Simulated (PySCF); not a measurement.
C3H4F2Si, SMILES C#C[Si](C)(F)F. Atoms are numbered in the order given.

```xyz
10

C     -0.2113     2.7100     0.0000
C     -0.0766     1.5015     0.0000
Si     0.0541    -0.3143     0.0000
C     -1.5773    -1.1648     0.0000
F      0.9176    -0.7576     1.2902
F      0.9176    -0.7576    -1.2902
H     -0.3223     3.7805     0.0000
H     -2.1572    -0.8830    -0.8917
H     -1.4460    -2.2574     0.0000
H     -2.1572    -0.8830     0.8917
```
Charge 0, spin multiplicity 1.

The structure is a stationary point at PBE0-D3(BJ)/def2-SVP.

Calculation: SMD-ωB97X/def2-SVP (PySCF).

Solvation free energies are E(SMD) − E(gas) at the gas-phase geometry, for 1 M in both phases. In vacuum the dipole moment is 2.67 D.

| solvent | ΔG(solv) (kcal/mol) | its non-electrostatic (CDS) part | dipole (D) |
|---|---|---|---|
| water | ? | ? | ? |
| ethylethanoate | -3.0 | 1.9 | 3.14 |
| n-hexane | -1.6 | 0.7 | 2.89 |

Fill in the missing entries. (Estimate from the structure and the level; the computed values follow.)


- water, ΔG(solv) (kcal/mol): -0.1
- water, its non-electrostatic (CDS) part: 6.2
- water, dipole (D): 3.29
